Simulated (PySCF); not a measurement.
Te(OH)2 (H2O2Te), SMILES O[Te]O.

The structure is a stationary point at PBE-D3(BJ)/def2-TZVP. The def2 effective core potentials stand for the cores of Te; spin–orbit coupling is left out. The values are those of a single conformer.

These are PBE-D3(BJ)/def2-TZVP run with PySCF values and carry that method's errors.

Frequencies are harmonic and unscaled.

| mode | ν (cm⁻¹) | IR (km/mol) | Raman (Å⁴/amu) | depolarisation | moving atoms (share of kinetic energy) |
|---|---|---|---|---|---|
| 1 | 198 | 0.7 | 4.5 | 0.72 | O 80 %, Te 10 %, H 9 % |
| 2 | 432 | 108.8 | 3.5 | 0.74 | H 90 %, O 10 % |
| 3 | 442 | 91.1 | 2.2 | 0.75 | H 90 %, O 10 % |
| 4 | 574 | 105.4 | 10.3 | 0.75 | O 85 %, Te 13 % |
| 5 | 593 | 37.5 | 23.1 | 0.10 | O 88 %, Te 11 % |
| 6 | 972 | 52.0 | 1.3 | 0.75 | H 94 % |
| 7 | 976 | 27.9 | 3.0 | 0.75 | H 95 % |
| 8 | 3681 | 126.6 | 37.3 | 0.75 | H 94 % |
| 9 | 3683 | 39.6 | 103.1 | 0.09 | H 94 % |
